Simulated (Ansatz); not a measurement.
Basis-set extrapolation for ClF2H3OSi2 (`F[Si](F)(Cl)O[SiH3]`) (PBE0-D4/def2-TZVP geometry, frozen core, the Gaussian-basis code of Ansatz). Multiplicity 1, RHF reference.

```
                       def2-TZVPP    def2-QZVPP
                 HF  -1313.328118  -1313.374103
    MP2 correlation     -1.147356     -1.254265
CCSD(T) correlation     -1.224081       not run
```

Energies in hartree. Use E(X) = E(∞) + A·exp(−7.88·√X) for Hartree–Fock and E(X) = E(∞) + B·X^(−2.97) for correlation, with X = 3 and 4, and add CCSD(T) minus MP2 of the smaller set to the MP2 limit.

Q: What is the CCSD(T) energy at the basis-set limit?

A: HF limit: -1313.374103 + (-0.045985) × 0.13774 = -1313.38044. MP2 limit: -1.254265 + (-0.106909) × 0.74074 = -1.33346. Higher-order term: -1.224081 − (-1.147356) = -0.07672. Total: -1314.79062 hartree, 149.6 kcal/mol below CCSD(T)/def2-TZVPP.
